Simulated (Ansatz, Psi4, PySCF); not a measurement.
H2P (SMILES [PH2]), doublet, geometry from GFN2-xTB. Base run: PBE/6-311G** in PySCF.

Input for PySCF:
```python
from pyscf import gto, scf, dft

mol = gto.M(
    atom='''
P     0.003008   -0.000801    0.114347
H    -0.022380    1.002212   -0.850635
H    -0.022740   -0.990204   -0.864575
''',
    basis='6-311g**',
    charge=0,
    spin=1,
    verbose=4,
)

mf = dft.UKS(mol)
mf.xc = 'pbe'
mf.kernel()
```

The same geometry, method and basis name were run in Ansatz (a quantum-chemistry and plane-wave program) and Psi4 and PySCF, at each program's defaults and at the settings that a row names. The base is PySCF at its defaults. Differences at the defaults can come from grids, fitting, cores and function types together.

```json
[
 {"code and settings": "PySCF, defaults (exact integrals, its default grid, spherical functions)", "ΔE vs base (mEh)": "0.000", "basis functions": "38", "E (Eh)": "-342.34354", "SCF cycles": "8", "dipole (D)": "0.87"},
 {"code and settings": "Psi4, defaults (density fitting with its default set, its default grid, spherical functions)", "ΔE vs base (mEh)": "-0.020", "basis functions": "38", "E (Eh)": "-342.34356", "SCF cycles": "7", "dipole (D)": "0.87"},
 {"code and settings": "Ansatz, defaults (factorised integrals, its default grid, Cartesian functions)", "ΔE vs base (mEh)": "-0.677", "basis functions": "39", "E (Eh)": "-342.34421", "SCF cycles": "-", "dipole (D)": "-"},
 {"code and settings": "PySCF, density fitting with def2-universal-jkfit", "ΔE vs base (mEh)": "-0.035", "basis functions": "38", "E (Eh)": "-342.34357", "SCF cycles": "8", "dipole (D)": "0.87"},
 {"code and settings": "PySCF, fine grid", "ΔE vs base (mEh)": "0.000", "basis functions": "38", "E (Eh)": "-342.34354", "SCF cycles": "8", "dipole (D)": "0.87"},
 {"code and settings": "Psi4, exact integrals, spherical functions, fine grid", "ΔE vs base (mEh)": "0.000", "basis functions": "38", "E (Eh)": "-342.34354", "SCF cycles": "10", "dipole (D)": "0.87"},
 {"code and settings": "Ansatz, high accuracy, Cartesian functions as the basis file defines them", "ΔE vs base (mEh)": "-0.677", "basis functions": "39", "E (Eh)": "-342.34421", "SCF cycles": "-", "dipole (D)": "-"}
]
```

Open shells are given as the SCF converged; they aren't shown to be the lowest states, and a large step between rows can be another state.
